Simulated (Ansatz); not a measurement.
Program: Ansatz. Geometries: PBE0-D4/def2-TZVP. ΔE: electronic, gas phase. CBS: MP2 limit from def2 TZ/QZ plus the TZ coupled-cluster correction, frozen cores. This one scheme is used for every species, atoms too. DFT in def2-TZVPP. B3LYP here is the variant with VWN-RPA as its local correlation; programs differ in this. No spin–orbit coupling; open shells (•) take unrestricted orbitals. Spin–orbit coupling would lower the free atoms: a little for B, C, F. One conformer a species, not always the lowest.

Reaction (atomization): `BCB(C)F` → 2 B• + 2 C• + F• + 7 H•

CCSD(T)/CBS gives +4726.4 kJ/mol.

(1) Another level gave +3714.4 kJ/mol. Which?
A. B3LYP-D4/def2-TZVPP
B. ωB97M-V/def2-TZVPP
C. HF/def2-TZVPP
D. PBE/def2-TZVPP

Largest T1 diagnostic among the species: 0.014.

Answers

(1) C. HF/def2-TZVPP 3714.4, B3LYP-D4 4761.2, PBE 4808.5, ωB97M-V 4769.0 kJ/mol.

In def2-TZVPP, CCSD(T) changes the Hartree–Fock value by +921.2 kJ/mol (the triples alone add +50.6 kJ/mol) and MP2 by +998.0 kJ/mol; breaking electron pairs costs correlation energy, which Hartree–Fock lacks. From PBE to PBE0 (25 % exact exchange), in def2-TZVPP and without D4, ΔE moves by −49.0 kJ/mol: exact exchange takes away binding that semilocal exchange gives to molecules.

For atomizations the MP2-based limit and the directly extrapolated one differ by several kJ/mol either way, and by 10 to 25 for some Ge, Se and Sn compounds, so smaller differences from it don't rank the levels.
